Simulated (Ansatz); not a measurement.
Two isomers of CH5NOSi: A = `OC1N[SiH2]1`, B = `O=CN[SiH3]`.

Calculated with Ansatz (gas phase, PBE0-D4/def2-TZVP geometries, no zero-point term in ΔE). CCSD(T)/CBS adds triple-zeta CCSD(T) − MP2 to the extrapolated MP2 energy (def2 sets, frozen cores). Functionals use def2-TZVPP. One conformer a species, not always the lowest.

Question: Which isomer does CCSD(T)/CBS put lower? Give the gap. (Estimate.)

Answer: The calculation gave: B, by 188.8 kJ/mol.

Question: Give E(B) − E(A) in kJ/mol with B2PLYP, r2SCAN-D4, ωB97M-V, PBE0-D4, MP2/def2-TZVPP, PBE-D4, CCSD/def2-TZVPP. (An estimate is asked.)

Answer: Computed: B2PLYP -202.8, r2SCAN-D4 -193.3, ωB97M-V -188.9, PBE0-D4 -183.5, MP2/def2-TZVPP -193.3, PBE-D4 -183.7, CCSD/def2-TZVPP -196.2. None reverses the order clearly.

Question: Does the order hold for the free energy at 298.15 K (harmonic terms from PBE0-D4)? (An estimate is asked.)

Answer: Ansatz gave: Yes: G(B) − G(A) = -194.9 kJ/mol, for one conformer each.

Largest T1 diagnostic: 0.015.

Leaving LDA and LC-ωPBE aside and taking each functional with its dispersion term where it has one, the values, not all of them listed here, spread over 24.1 kJ/mol, from BHLYP-D4 to HSE06-D4. LDA lies +16.9 kJ/mol from PBE without D4. At CCSD(T), def2-SVP lies −31.0 kJ/mol from the extrapolated value and def2-TZVPP −6.0 kJ/mol.
